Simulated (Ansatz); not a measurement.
The same path of ClGeH3 + H2O (8 atoms, charge 0, multiplicity 1) was run twice with different band settings. Lost on the way: Ge1–Cl2, O6–H8. Made: Ge1–O6, Cl2–H8.

These are results of Ansatz 0.2.0, RKS PBE-D4/def2-mTZVP, not measurements.

Relaxed end points:

```xyz
8
Properties=species:S:1:pos:R:3
Ge 0.425 0.039 -0.110
Cl 0.324 -0.094 2.088
H 1.938 0.084 -0.426
H -0.289 1.339 -0.519
H -0.231 -1.238 -0.672
O -2.687 0.032 0.788
H -3.189 -0.802 0.812
H -2.168 0.009 1.617
```

```xyz
8
Properties=species:S:1:pos:R:3
Ge -0.263 -0.074 -0.562
Cl -0.861 0.690 3.290
H 0.956 -0.814 0.038
H -0.077 1.452 -0.606
H -0.670 -0.670 -1.931
O -1.700 -0.275 0.569
H -1.937 -1.214 0.692
H -1.325 0.274 2.087
```

Common settings: spring 5.0 eV/Å²; optimiser quadratic models (default); start path through a guess of the saddle point; force threshold 0.03 eV/Å; end points relaxed.

| run | movable images | climbing image | iteration limit |
| --- | --- | --- | --- |
| 1 | 7 | yes | 55 |
| 2 | 4 | no | 60 |

(1) What does each run give, and how far can it be trusted?

Answers

(1) Run 1: converged after 27 iterations, highest image 0.889 eV above the first end. A vibrational analysis at the climbing image gives one clearly imaginary mode, 153i cm⁻¹: a first-order saddle point.
Run 2: converged after 28 iterations, highest image 0.848 eV above the first end. No image climbed, so the highest image needn't sit at the top of the path.
The orbitals stay closed-shell, which can raise the energy where a bond breaks towards radicals; this wasn't checked here.
